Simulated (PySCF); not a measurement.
N³⁺ (nitrogen, charge +3) across methods

[He] 2s2, closed-shell 1S. Computed with PySCF 2.14 in x2c-QZVPPall with one added diffuse shell each of s, p, d, f type (8s5p4d3f1g, 73 functions), with scalar relativity by spin-free X2C-1e.

| method | E (hartree) | mean ε 1s (eV) | mean ε 2s (eV) | Σ⟨r²⟩ (bohr²) | ⟨S²⟩ |
| --- | --- | --- | --- | --- | --- |
| PBE0 | -51.1730 | -461.57 | -70.184 | 3.015 | 0.000 |
| TPSSh | -51.2353 | -457.84 | -69.266 | 3.008 | 0.000 |
| r2SCAN | -51.1897 | -455.42 | -68.513 | 3.025 | 0.000 |
| UHF | -51.11201 | -493.30 | -75.332 | 3.039 | 0.000 |
| wB97X-V | -51.2416 | -462.14 | -72.879 | 3.020 | 0.000 |
| PBE | -51.1610 | -450.77 | -68.122 | 3.014 | 0.000 |
| B3LYP | -51.2210 | -460.04 | -69.862 | 3.022 | 0.000 |
| LDA | -50.7505 | -447.49 | -67.796 | 3.035 | 0.000 |
| M06-2X | -51.2466 | -471.56 | -72.315 | 2.999 | 0.000 |
